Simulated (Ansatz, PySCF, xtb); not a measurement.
The same groups moved round the core (propene boryl). All species are isolated molecules in the gas phase. One relaxed conformer stands for each flexible species; it need not be the lowest. Strings in code marks are SMILES.

Quantity: electronic energy of isomers of C3H7B relative to `B/C=C/C`, in kcal/mol. The restricted reference of `BC(=C)C` is unstable towards unrestricted orbitals.

Level 1: frozen-core CCSD(T)/cc-pVTZ // PBE0-D4/def2-TZVP (Ansatz, an electronic-structure program)
Level 2: PBE-D3(BJ)/def2-TZVP // PBE0-D4/def2-TZVP (PySCF)
Level 3: frozen-core MP2/cc-pVTZ // PBE0-D4/def2-TZVP (Ansatz)
Level 4: GFN2-xTB (xtb)

```
species    level 1  level 2  level 3  level 4
---------  -------  -------  -------  -------
`BCC=C`       7.83     8.57     8.27     5.47
`B/C=C\C`     2.13     1.99     2.26     1.62
`BC(=C)C`     2.61     3.66     2.72     2.47
```
